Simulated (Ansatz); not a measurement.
System: sum formula H$_{4}$SiNO$_{3}$, net charge 0, doublet state. It need not be the lowest isomer of its formula. 
Coordinates optimised at B3LYP-D3(BJ)/def2-TZVP (Ansatz, a quantum-chemistry and plane-wave program):
```
Si
O 1 1.6335
H 2 0.9608 1 118.77
O 1 1.6368 2 109.29 3 70.76
H 4 0.9610 1 116.91 2 -153.63
O 1 1.6400 2 113.22 3 -48.09
H 6 0.9605 1 117.38 2 -92.31
N 1 1.7432 2 107.38 3 -168.14
H 8 1.0221 1 113.72 2 -45.15
```
Charge 0, spin multiplicity 2.

Atomisation energy built up term by term with Ansatz (kcal/mol; UHF references for open shells; valence terms freeze the core; atomic spin-orbit terms are left out). CBS(X,Y): correlation extrapolated as X^-3; Hartree-Fock from the larger set.

| term | basis | kcal/mol |
|---|---|---|
| Hartree-Fock | cc-pV(Q+d)Z | 567.74 |
| CCSD correlation | CBS(cc-pV(T+d)Z,cc-pV(Q+d)Z) | 253.43 |
| (T) | CBS(cc-pV(T+d)Z,cc-pV(Q+d)Z) | 16.44 |
| core correlation | cc-pwCVTZ | 1.69 |
| scalar relativity (X2C) | cc-pVTZ-DK against cc-pVTZ | -1.95 |
| sum: De |  | 837.3 |

(T) makes 2.0 % of the CCSD(T) atomisation energy; under 5 % is typical of single-reference molecules.
